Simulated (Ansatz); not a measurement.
Basis sets compared for the cluster Mg4Te3⁺ (the lowest doublet isomer of a short search). Total charge 1; doublet. Geometry r2SCAN-D4/def2-SVP. Ansatz on 4 threads of Arm Neoverse V1 on a shared host; times are rough, and most runs start from earlier orbitals.

```csv
atom,x (Å),y (Å),z (Å)
Mg1,1.893,0.455,0.794
Mg2,-0.947,1.872,0.150
Mg3,0.441,-0.051,-2.054
Mg4,-0.745,-1.222,0.597
Te5,1.762,-1.912,-0.558
Te6,-0.184,0.784,2.534
Te7,-2.220,0.075,-1.462
```

In the def2 sets Te takes a core potential; there is no spin–orbit coupling. The structure comes from a short search, and lower isomers may exist.

| level | functions | energy (Eh) | HOMO (eV) | LUMO (eV) | wall time |
| --- | --- | --- | --- | --- | --- |
| PBE-D4/def2-SVP | 150 | -1603.6803 | -7.94 | -7.26 | 6 s |
| PBE0-D4/def2-SVP | 150 | -1603.8147 | -8.61 | -6.67 | 12 s |

Question: Estimate the rows for PBE-D4/def2-TZVP, PBE0-D4/def2-TZVP (with forces).

Answer: 
```csv
level,functions,energy (Eh),HOMO (eV),LUMO (eV),wall time
PBE-D4/def2-TZVP,278,-1603.9945,-7.88,-7.20,11 s
PBE0-D4/def2-TZVP (with forces),278,-1604.1281,-8.55,-6.59,27 s
```
